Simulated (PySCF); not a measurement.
Ba, singlet (core potentials on Ba); M062X/def2-SVP in PySCF.

PySCF was given this input:
```python
from pyscf import gto, scf, dft

mol = gto.M(
    atom='''
Ba    0.00000000    0.00000000    0.00000000
''',
    basis='def2-svp',
    ecp={'Ba': 'def2-svp'},
    verbose=5,
)

mf = dft.RKS(mol)
mf.xc = 'm062x'
mf.kernel()
```

Problem. Write the output that PySCF gives for this input, abridged.

Solution. 
```
PySCF version 2.14.0

[INPUT] verbose = 5
[INPUT] max_memory = 4000
[INPUT] num. atoms = 1
[INPUT] num. electrons = 10
[INPUT] charge = 0
[INPUT] spin (= nelec alpha-beta = 2S) = 0
[INPUT] symmetry False subgroup None
[INPUT] Mole.unit = angstrom
[INPUT] Symbol           X                Y                Z      unit          X                Y                Z       unit  Magmom
[...]
[INPUT] ---------------- BASIS SET ----------------
[INPUT] l, kappa, [nprim/nctr], expnt,             c_1 c_2 ...
[INPUT] Ba
[...]
                                2.243305          6.6805648241
                                0.717402          -0.57055347037
[...]
                                2.520718          -1.0707548832
                                0.67578180854     0.34940781448
                                0.31985844531     0.65041110673
[...]
                                0.893828          0.94724
                                0.273195          0.322057
                                0.103891          0.47326
[...]
nuclear repulsion = 0
number of shells = 9
number of NR pGTOs = 49
number of NR cGTOs = 23
basis = def2-svp
ecp = {'Ba': 'def2-svp'}

******** <class 'pyscf.dft.rks.RKS'> ********
method = RKS
initial guess = minao
damping factor = 0
level_shift factor = 0
DIIS = <class 'pyscf.scf.diis.CDIIS'>
diis_start_cycle = 1
diis_space = 8
diis_damp = 0
SCF conv_tol = 1e-09
SCF conv_tol_grad = None
SCF max_cycles = 50
direct_scf = True
direct_scf_tol = 1e-13
XC library pyscf.dft.libxc version 7.1.2
    S. Lehtola, C. Steigemann, M. J. T. Oliveira, and M. A. L. Marques,  SoftwareX 7, 1–5 (2018)
XC functionals = m062x
    Y. Zhao and D. G. Truhlar,  Theor. Chem. Acc. 120, 215 (2008)
    Y. Zhao and D. G. Truhlar,  Theor. Chem. Acc. 120, 215 (2008)
radial grids:
    Treutler-Ahlrichs [JCP 102, 346 (1995); DOI:10.1063/1.469408] (M4) radial grids

becke partition: Becke, JCP 88, 2547 (1988); DOI:10.1063/1.454033
pruning grids: <function nwchem_prune>
grids dens level: 3
symmetrized grids: False
atomic radii adjust function: <function treutler_atomic_radii_adjust>
small_rho_cutoff = 0
Set gradient conv threshold to 3.16228e-05
Initial guess from minao.
Density of valence part of ANO basis will be used as initial guess for Ba
atom Ba rad-grids = 100, ang-grids = [ 50  50  50  50  50  50  50  50  50  50  50  50  50  50  50  50  50  50
  50  50  50  50  50  50  50  50  50  50  50  86  86  86  86  86  86  86
  86  86  86  86  86  86  86  86  86 350 350 350 350 350 350 350 350 350
 350 350 350 434 434 434 434 434 434 434 434 434 434 434 434 434 434 434
 434 434 434 434 434 434 434 350 350 350 350 350 350 350 350 350 350 350
 350 350 350 350 350 350 350 350 350 350]
tot_boxes 729, boxes in each direction [7 7 7]
Padding 4 grids
tot grids = 23928
nelec by numeric integration = 9.502472716738993
E1 = -29.27241807517635  E2 = 13.882255337899018  Ecoul = 17.035218665259  Exc = -3.1529633273599798
init E= -15.3901627372773
cond(S) = 27.613460614553055
[...]
  mo_energy =
[-1.67371343e+00 -1.04791003e+00 -1.04791003e+00 -1.04791003e+00
 -2.81893411e-01 -1.92097841e-01 -1.92097841e-01 -1.92097841e-01
 -1.92097841e-01 -1.92097841e-01 -1.11576264e-01 -1.11576264e-01
 -1.11576264e-01 -3.83780040e-02 -2.89100780e-03 -2.89100780e-03
 -2.89100780e-03 -2.89100780e-03 -2.89100780e-03  9.08150202e-01
  9.08150202e-01  9.08150202e-01  8.26455139e+01]
nelec by numeric integration = 9.99999999999991
E1 = -41.51783667209579  E2 = 16.161916838212417  Ecoul = 19.70191635463806  Exc = -3.5399995164256426
cycle= 1 E= -25.3559198338834  delta_E= -9.97  |g|= 0.167  |ddm|= 3.23
[...]
  mo_energy =
[-1.39368142e+00 -7.76261184e-01 -7.76261184e-01 -7.76261184e-01
 -1.43861764e-01 -2.42665963e-03 -2.42665963e-03 -2.42665963e-03
  3.98710457e-04  3.98710457e-04  3.98710457e-04  3.98710457e-04
  3.98710457e-04  4.03484108e-02  1.15255895e-01  1.15255895e-01
  1.15255895e-01  1.15255895e-01  1.15255895e-01  1.10028608e+00
  1.10028608e+00  1.10028608e+00  8.30442701e+01]
nelec by numeric integration = 9.999999999999913
E1 = -41.26418464553139  E2 = 15.90127797284561  Ecoul = 19.38914419592197  Exc = -3.487866223076358
cycle= 2 E= -25.3629066726858  delta_E= -0.00699  |g|= 0.0157  |ddm|= 1.28
[...]
  mo_energy =
[-1.42756057e+00 -8.06770833e-01 -8.06770833e-01 -8.06770833e-01
 -1.51866900e-01 -1.38577609e-02 -1.38577609e-02 -1.38577609e-02
 -1.38577609e-02 -1.38577609e-02 -8.56855567e-03 -8.56855567e-03
 -8.56855567e-03  3.95458092e-02  1.04672166e-01  1.04672166e-01
  1.04672166e-01  1.04672166e-01  1.04672166e-01  1.08302341e+00
  1.08302341e+00  1.08302341e+00  8.30001620e+01]
nelec by numeric integration = 9.999999999999915
E1 = -41.26662010277217  E2 = 15.903623908793424  Ecoul = 19.393936713189454  Exc = -3.49031280439603
cycle= 3 E= -25.3629961939787  delta_E= -8.95e-05  |g|= 0.000783  |ddm|= 0.0948
[...]
  mo_energy =
[-1.42889517e+00 -8.08217681e-01 -8.08217681e-01 -8.08217681e-01
 -1.53027333e-01 -1.53063046e-02 -1.53063046e-02 -1.53063046e-02
 -1.53063046e-02 -1.53063046e-02 -9.55150835e-03 -9.55150835e-03
 -9.55150835e-03  3.95524161e-02  1.03912514e-01  1.03912514e-01
  1.03912514e-01  1.03912514e-01  1.03912514e-01  1.08146381e+00
  1.08146381e+00  1.08146381e+00  8.29994851e+01]
nelec by numeric integration = 9.999999999999915
E1 = -41.26325766228205  E2 = 15.900260154383982  Ecoul = 19.390093308941463  Exc = -3.4898331545574814
cycle= 4 E= -25.3629975078981  delta_E= -1.31e-06  |g|= 0.000107  |ddm|= 0.0234
[...]
  mo_energy =
[-1.42931976e+00 -8.08631669e-01 -8.08631669e-01 -8.08631669e-01
 -1.53226594e-01 -1.56051431e-02 -1.56051431e-02 -1.56051431e-02
 -1.56051431e-02 -1.56051431e-02 -9.72887759e-03 -9.72887759e-03
 -9.72887759e-03  3.95321066e-02  1.03721834e-01  1.03721834e-01
  1.03721834e-01  1.03721834e-01  1.03721834e-01  1.08112474e+00
  1.08112474e+00  1.08112474e+00  8.29990173e+01]
nelec by numeric integration = 9.999999999999915
E1 = -41.26287284038826  E2 = 15.899875308704777  Ecoul = 19.389669593596654  Exc = -3.489794284891877
cycle= 5 E= -25.3629975316835  delta_E= -2.38e-08  |g|= 1.99e-06  |ddm|= 0.00351
[...]
  mo_energy =
[-1.42931802e+00 -8.08630187e-01 -8.08630187e-01 -8.08630187e-01
 -1.53225977e-01 -1.56043861e-02 -1.56043861e-02 -1.56043861e-02
 -1.56043861e-02 -1.56043861e-02 -9.72856459e-03 -9.72856459e-03
 -9.72856459e-03  3.95318951e-02  1.03722061e-01  1.03722061e-01
  1.03722061e-01  1.03722061e-01  1.03722061e-01  1.08112511e+00
  1.08112511e+00  1.08112511e+00  8.29990185e+01]
nelec by numeric integration = 9.999999999999915
E1 = -41.262872418681624  E2 = 15.899874886996338  Ecoul = 19.389669066776214  Exc = -3.489794179779876
cycle= 6 E= -25.3629975316853  delta_E= -1.8e-12  |g|= 3.58e-08  |ddm|= 5.67e-06
[...]
  mo_energy =
[-1.42931801e+00 -8.08630175e-01 -8.08630175e-01 -8.08630175e-01
 -1.53225979e-01 -1.56043858e-02 -1.56043858e-02 -1.56043858e-02
 -1.56043858e-02 -1.56043858e-02 -9.72856163e-03 -9.72856163e-03
 -9.72856163e-03  3.95319071e-02  1.03722066e-01  1.03722066e-01
  1.03722066e-01  1.03722066e-01  1.03722066e-01  1.08112509e+00
  1.08112509e+00  1.08112509e+00  8.29990186e+01]
nelec by numeric integration = 9.999999999999918
E1 = -41.26287242091608  E2 = 15.899874889230803  Ecoul = 19.389669067449013  Exc = -3.48979417821821
Extra cycle  E= -25.3629975316853  delta_E= 7.11e-15  |g|= 2.42e-09  |ddm|= 1.23e-07
converged SCF energy = -25.3629975316853
```
